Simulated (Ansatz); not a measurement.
Relaxation of Si(NCO)H3 (CH3NOSi) with RKS r2SCAN-D4/def2-TZVP.

```sh
$ ansatz run in.yaml --threads 4 --pin off --events-out ev --progress --plain --max-ram 3916MiB
```

```yaml
crystal:
  periodic: [false, false, false]
  atoms:
    - {symbol: Si, position_ang: [-0.002880, -0.001990, -1.063700]}
    - {symbol: N, position_ang: [-0.014160, 0.033040, 0.651740]}
    - {symbol: C, position_ang: [0.004760, 0.005860, 1.834530]}
    - {symbol: O, position_ang: [0.014960, -0.012170, 2.990820]}
    - {symbol: H, position_ang: [1.400400, -0.007110, -1.468610]}
    - {symbol: H, position_ang: [-0.703260, 1.206090, -1.488570]}
    - {symbol: H, position_ang: [-0.699830, -1.223710, -1.456200]}
basis:
  gaussian: {orbitals: def2-TZVP}
hamiltonian: {xc: r2scan, dispersion: d4}
scf: {lower_state_search: "off"}
output: {orbitals: {seedname: orbitals}}
relax: {f_tol: 0.02, max_steps: 100}
```

It took 5.5 s on 4 threads of Arm Neoverse V1 on a shared host.

Positions (Å) and forces (eV/Å) at steps 1, 2, 3, 4 of 4:

```xyz
7
step=1 energy=-12500.2998 eV
Si   -0.003   -0.002   -1.064   -0.003    0.030    1.047
N    -0.014    0.033    0.652    0.006    0.004   -1.231
C     0.005    0.006    1.835   -0.028    0.010   -0.392
O     0.015   -0.012    2.991    0.032   -0.032    1.547
H     1.400   -0.007   -1.469    0.299   -0.004   -0.311
H    -0.703    1.206   -1.489   -0.154    0.256   -0.346
H    -0.700   -1.224   -1.456   -0.153   -0.265   -0.313
7
step=2 energy=-12500.3507 eV
Si   -0.003    0.000   -1.037   -0.005    0.012    0.332
N    -0.014    0.034    0.676    0.013   -0.008   -0.305
C     0.005    0.005    1.869   -0.025    0.009   -0.013
O     0.017   -0.014    3.039    0.015   -0.007    0.063
H     1.395   -0.007   -1.510    0.082    0.001   -0.024
H    -0.701    1.200   -1.538   -0.038    0.066   -0.030
H    -0.698   -1.218   -1.499   -0.042   -0.072   -0.025
7
step=3 energy=-12500.3523 eV
Si   -0.004    0.000   -1.035   -0.001    0.003    0.130
N    -0.015    0.034    0.674    0.009   -0.004   -0.113
C     0.005    0.005    1.868   -0.020    0.007    0.019
O     0.017   -0.015    3.038    0.011   -0.005   -0.030
H     1.399   -0.006   -1.508    0.001    0.000   -0.002
H    -0.703    1.203   -1.539    0.000    0.000   -0.003
H    -0.700   -1.222   -1.497    0.000   -0.001   -0.002
7
step=4 energy=-12500.3526 eV
Si   -0.004    0.000   -1.032    0.000   -0.001   -0.007
N    -0.016    0.035    0.673   -0.002    0.003   -0.014
C     0.004    0.006    1.866    0.002   -0.002    0.009
O     0.020   -0.016    3.035    0.000    0.000    0.009
H     1.399   -0.007   -1.506    0.000    0.000    0.001
H    -0.702    1.203   -1.540    0.000    0.000    0.001
H    -0.700   -1.221   -1.496    0.000    0.000    0.001
```
